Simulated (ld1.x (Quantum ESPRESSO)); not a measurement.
## Pseudopotential generation for zirconium (Zr): ultrasoft, PBE, fully relativistic.

zirconium (Zr), ultrasoft, made with ld1.x (Quantum ESPRESSO) 7.5 (PBE, fully relativistic). Core [Kr], reference 4d2 5s0 5p0 (charge +2). Waves: 5s (bound, empty): rcut 2.50, rcutus 3.20 bohr; 5s channel at -0.25 Ry: rcut 2.50, rcutus 3.20 bohr; 5p (bound, empty): rcut 3.05, rcutus 4.10 bohr; 5p channel at 4.05 Ry: rcut 3.05, rcutus 4.10 bohr; 4d (bound): rcut 2.40, rcutus 3.25 bohr; 4d channel at -0.75 Ry: rcut 2.40, rcutus 3.25 bohr. Local part: all-electron potential smoothed inside 2.40 bohr (lloc = -1). Core correction: a·sin(br)/r model core, default radius (core density twice the valence density). Augmentation charge: built from norm-conserving waves at rcut, not smoothed further.

Open shells are filled in proportion to 2j + 1 (rel_dist='average').

**Question.** Estimate the cutoffs (Ry, on a coarse ladder) from which the occupation-weighted sum of valence levels, in a spherical-Bessel basis at the reference potential, stays within 10 and 1 mRy of its value at 400 Ry.

**Answer.** 8 Ry and 10 Ry. The cutoffs count occupied waves only; the empty 5p level needs 15 Ry at the loose tolerance.

**Question.** What does a ghost test show?

**Answer.** Ghost states, extra bound levels that the all-electron valence spectrum of the same l lacks: p1/2 at -17.6 eV, p3/2 at -16.8 eV. A true bound ghost makes a file unfit for plane-wave use.

**Question.** Is the overlap operator S = 1 + Σ q|β⟩⟨β| positive definite (Bessel basis up to 400 Ry)?

**Answer.** Yes: its lowest eigenvalue is 0.06 (p3/2 channel).

Its largest configuration-test error is -181 meV (4d1 5s0 5p0). Test run stopped at test 6 of 7 (negative rho).
